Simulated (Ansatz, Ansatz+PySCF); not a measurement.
```tsv
atom	x (Å)	y (Å)	z (Å)
C	0.0000	0.0000	-1.3903
Br	0.0000	0.0000	0.3849
H	0.0000	-0.9563	-1.7093
H	-0.8282	0.4782	-1.7093
H	0.8282	0.4782	-1.7093
```

Basis set: def2-SVP (spherical functions). Left uncorrelated: 10 orbitals. Charge 0, multiplicity 1.

Computed with Ansatz (development build ahead of 0.2.0); each method stands on the lowest determinant of its kind that the runs found. Restricted open shells among the atoms or ions are ROHF, correlated in semicanonical orbitals with singles.

The atomization energy at this shape (free ground-state atoms in the same class of orbitals less the molecule, no zero-point energy) of singlet CH3Br:

```tsv
method	atomization energy
RHF-CCSD(T)	14.96 eV
RHF-MP2	15.04 eV
RHF	11.95 eV
```

**Question.** What does UHF give?

**Answer.** 11.75 eV. Caution: the shape is not the minimum.
